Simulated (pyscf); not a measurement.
## H₂P–GeH₃, singlet

Gas-phase minimum from PySCF at ωB97X-D3(BJ)/def2-SVP, one conformer. 

SMILES: [PH2][GeH3]
```xyz
7

P     -1.4987     1.2561    -1.4432
Ge     0.1343     0.2692    -0.1404
H     -1.4300     0.2661    -2.4650
H     -0.5912     2.1360    -2.0998
H      0.5431     1.2647     0.9558
H      1.3776    -0.1293    -0.9516
H     -0.4645    -0.9839     0.5160
```
Charge 0, spin multiplicity 1.

Bonds (Å): P1–Ge2 2.310, P1–H3 1.424, P1–H4 1.424, Ge2–H5 1.536, Ge2–H6 1.537, Ge2–H7 1.536. Angles (°): Ge2–P1–H3 94.2, Ge2–P1–H4 94.2, H3–P1–H4 93.9, P1–Ge2–H5 108.3, P1–Ge2–H6 112.6, P1–Ge2–H7 108.3, H5–Ge2–H6 109.2, H5–Ge2–H7 109.1, H6–Ge2–H7 109.2.

Properties at ωB97X-D3(BJ)/def2-SVP:

- Harmonic wavenumbers, unscaled: 152, 388, 461, 479, 728, 773, 843, 904, 911, 1112, 2180, 2191, 2191, 2447, 2458 cm⁻¹
- Zero-point energy: 26.0 kcal/mol
- Rotational symmetry number: 1
- Entropy of this conformer at 298 K and 1 atm, rigid rotor and harmonic oscillator, modes under 100 cm⁻¹ raised to 100: 291.7 J/(mol K)
- Dipole moment: 0.87 D

Single-point totals, which compare only within one level (frozen core for MP2 and CC):

| level | total energy (hartree) |
|---|---|
| ωB97X-D3(BJ)/def2-TZVP | -2421.34995 |
| PBE/def2-TZVP | -2420.87658 |
| r²SCAN/def2-TZVP | -2421.32446 |
| B3LYP-D3(BJ)/def2-TZVP | -2421.44511 |
| PBE0-D3(BJ)/def2-TZVP | -2420.97135 |
| M06-2X/def2-TZVP | -2421.33117 |
| ωB97M-D3(BJ)/def2-TZVP | -2421.42487 |
| HF/def2-TZVPP | -2419.02150 |
| MP2/def2-TZVPP | -2419.45001 |
| CCSD/def2-TZVPP | -2419.48630 |
| CCSD(T)/def2-TZVPP | -2419.50336 |

Soft torsions are taken as harmonic, which can shift the entropy by several J/(mol K). The CCSD(T) − MP2 part came from Ansatz, without density fitting, on the same reference. The frozen core leaves the outer d or s,p core shells of the metals and heavy elements correlated in the MP2 and CC values, and def2-TZVPP describes them poorly, so these totals are far from the basis limit. Elements up to Kr have no core potential and no relativistic terms here.
